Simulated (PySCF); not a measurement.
CsBr, SMILES [Br][Cs]. Atoms are numbered in the order given.

```xyz
2

Cs     0.0000     0.0000    -1.2078
Br     0.0000     0.0000     1.8980
```

Geometry: PBE0-D3(BJ)/def2-TZVPD. The def2 effective core potentials stand for the cores of Cs; spin–orbit coupling is left out.

Method: HF/def2-TZVPD in PySCF.

Computed frontier levels, gap, dipole moment and polarisability:
```json
{
  "highest_occupied_level": "-8.39 eV",
  "lowest_empty_level": "-0.25 eV",
  "orbital_gap": "8.14 eV",
  "dipole_moment": "11.61 D",
  "quadrupole, principal values (traceless, Buckingham form, about the centre of nuclear charge)": "-7.51, 3.76, 3.76 D·Å",
  "mean_static_polarisability": "51.9 bohr³ (7.69 Å³)",
  "polarisability_principal_values": "46.0, 46.0, 63.6 bohr³"
}
```
